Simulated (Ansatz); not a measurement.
One change: `N#[C][Al]([Cl])[Cl]` becomes `C[O][Al]([Cl])[Cl]`.

Ansatz, PBE0-D4/def2-TZVP geometries, multiplicity 1. Each molecule was computed in one conformer, which needn't be the lowest.

| property | `N#[C][Al]([Cl])[Cl]` |
| --- | --- |
| LUMO energy (PBE0/def2-TZVPP) / eV | -2.31 |
| size of the dipole moment (B3LYP/def2-TZVPP) / D | 2.41 |
| ideal-gas entropy at 298 K and 1 bar (rigid rotor, harmonic PBE0-D4/def2-TZVP) / J/(mol·K) | 340 |
| HOMO energy (PBE0/def2-TZVPP) / eV | -9.89 |
| size of the dipole moment (PBE/def2-TZVPP) / D | 2.36 |
| HOMO–LUMO gap (PBE/def2-TZVPP) / eV | 5.36 |

Task: Give the same properties after the change, and the shifts. (Best estimate.)

Result: The calculation gave: 
```csv
property,`C[O][Al]([Cl])[Cl]`,shift
LUMO energy (PBE0/def2-TZVPP) / eV,-0.85,1.46
size of the dipole moment (B3LYP/def2-TZVPP) / D,1.75,-0.66
"ideal-gas entropy at 298 K and 1 bar (rigid rotor, harmonic PBE0-D4/def2-TZVP) / J/(mol·K)",369,29
HOMO energy (PBE0/def2-TZVPP) / eV,-8.67,1.22
size of the dipole moment (PBE/def2-TZVPP) / D,1.69,-0.67
HOMO–LUMO gap (PBE/def2-TZVPP) / eV,5.41,0.05
```

With PBE0 the HOMO rises by 1.22 eV and the LUMO rises by 1.46 eV, so the gap widens by about 0.24 eV. PBE moves the HOMO by 1.34 eV and ωB97M-V by 1.09 eV. The zero-point energy changes by 89.8 kJ/mol with +9 modes. Dipoles are sizes alone; their direction can turn.

B3LYP here is the variant with VWN-RPA as its local correlation; programs differ in this.
